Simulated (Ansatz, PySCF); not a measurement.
Molecule: CH4BO2, charge -1, multiplicity 1. It need not be the lowest isomer of its formula. Whether it binds its extra electron was not tested at this geometry. 
Geometry from a B3LYP-D3(BJ)/def2-TZVP (Ansatz, an electronic-structure program) optimisation:
```
B
C 1 1.4520
H 2 1.0879 1 122.62
H 2 1.0879 3 114.77 1 180.00
O 1 1.4530 2 123.94 3 -172.82
H 5 0.9623 1 108.28 2 -144.52
O 1 1.4530 2 123.94 3 7.18
H 7 0.9623 1 108.28 2 -144.52
```
Charge -1, spin multiplicity 1.

Total electronic energies in hartree. Cores are frozen in the correlated levels unless marked. Spin-orbit coupling is left out. No relativistic terms. CBS(X,Y): correlation extrapolated as X^-3; Hartree-Fock from the larger set. The bracket is a focal-point correction in the basis named.

| level | program | energy (Eh) |
|---|---|---|
| HF/cc-pVDZ | Ansatz | -214.66009 |
| RI-HF/aug-cc-pVTZ | Ansatz | -214.75181 |
| RI-HF/aug-cc-pVQZ | Ansatz | -214.76551 |
| BLYP-D4/def2-TZVPD | Ansatz + dftd4 | -215.94558 |
| revPBE-D4/def2-TZVPD | Ansatz + dftd4 | -215.93609 |
| revPBE/def2-TZVPD | Ansatz | -215.91905 |
| r2SCAN/def2-TZVPD | Ansatz | -215.87257 |
| B3LYP-D4/def2-TZVPD | Ansatz + dftd4 | (withheld) |
| PBE0/STO-3G | Ansatz | (withheld) |
| PBE0/def2-QZVPP | Ansatz | -215.75432 |
| TPSSh-D3(BJ)/def2-TZVPD | PySCF + dftd3 | -215.99337 |
| r2SCAN0-D4/def2-TZVPD | Ansatz + dftd4 | -215.84442 |
| CAM-B3LYP-D4/def2-TZVPD | Ansatz + dftd4 | -215.91039 |
| B2GP-PLYP-D4/def2-TZVPD | Ansatz + dftd4 | (withheld) |
| B2PLYP-D3(BJ)/def2-TZVPD | Ansatz + dftd3 | -215.83281 |
| MP2/cc-pVQZ | Ansatz | -215.59466 |
| SCS-MP2/cc-pVDZ | Ansatz | -215.25542 |
| CCSD/6-31G* | Ansatz | -215.22497 |
| CCSD/cc-pVTZ | Ansatz | -215.53293 |
| CCSD/cc-pwCVTZ | Ansatz | -215.54615 |
| CCSD/cc-pVQZ | Ansatz | -215.60324 |
| CCSD(T)/aug-cc-pVDZ | Ansatz | -215.39911 |
| RI-MP2/CBS(aug-cc-pVTZ,aug-cc-pVQZ)+[CCSD(T)-MP2]/aug-cc-pVTZ | Ansatz | -215.6915 |

Task: Complete the blanks.

Result: 
- B3LYP-D4/def2-TZVPD, energy (Eh): -216.00889
- PBE0/STO-3G, energy (Eh): -212.60131
- B2GP-PLYP-D4/def2-TZVPD, energy (Eh): -215.79014
